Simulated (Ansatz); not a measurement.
Geometry optimisation, Ansatz 0.2.0, RKS B3LYP-D4/def2-SVP.

Input file:

```yaml
crystal:
  periodic: [false, false, false]
  atoms:
    - { symbol: W, position_ang: [-0.650924, 0.000382, -0.415885] }
    - { symbol: H, position_ang: [1.390541, 0.001923, 1.672721] }
    - { symbol: Cl, position_ang: [2.601614, -0.002503, 1.113974] }
    - { symbol: Cl, position_ang: [-0.304803, 2.148622, 0.233214] }
    - { symbol: Cl, position_ang: [-2.885795, -0.003478, -0.051009] }
    - { symbol: Cl, position_ang: [-0.299783, -2.146492, 0.234883] }
    - { symbol: Cl, position_ang: [0.700449, 0.001546, -2.236597] }
basis:
  gaussian: { orbitals: def2-SVP }
hamiltonian:
  xc: b3lyp
  dispersion: d4
relax:
  f_tol: 0.03
  max_steps: 50
```

Command:

```bash
$ ansatz run input.yaml --threads 4 --pin off --max-ram 5120MiB --backend cpu --events-out ev --progress --plain --runs-dir out
```

Question: Where does it end, and by what steps?

Answer: It converged. The force dipped under the threshold on the way, but the program's further checks kept it going. After 16 steps the energy has fallen by 0.047 eV; H2 moved furthest, 0.42 Å.

| step | energy less start (eV) | largest force component (eV/Å) | accepted |
| --- | --- | --- | --- |
| 0 | 0.0000 | 0.990 | yes |
| 1 | -0.0305 | 0.741 | yes |
| 2 | -0.0344 | 0.623 | yes |
| 3 | -0.0092 | 1.391 | no |
| 4 | -0.0423 | 0.064 | yes |
| 5 | -0.0438 | 0.092 | yes |
| 6 | -0.0444 | 0.011 | yes |
| 7 | -0.0444 | 0.229 | yes |
| 8 | -0.0458 | 0.070 | yes |
| 9 | -0.0463 | 0.016 | yes |
| 10 | -0.0457 | 0.238 | no |
| 11 | -0.0468 | 0.069 | yes |
| 12 | -0.0449 | 0.295 | no |
| 13 | -0.0471 | 0.071 | yes |
| 14 | -0.0471 | 0.096 | yes |
| 15 | -0.0461 | 0.131 | no |
| 16 | -0.0475 | 0.003 | yes |

```xyz
7
Properties=species:S:1:pos:R:3
W -0.755 0.002 -0.502
H 1.697 -0.019 1.954
Cl 2.717 0.010 1.164
Cl -0.382 2.139 0.167
Cl -2.990 -0.002 -0.116
Cl -0.374 -2.130 0.177
Cl 0.638 0.000 -2.291
```

The run took 90 s on 4 threads of Intel(R) Xeon(R) Platinum 8259CL CPU @ 2.50GHz (Skylake/Cascade Lake), with other jobs on the host, peak memory 0.41 GiB.
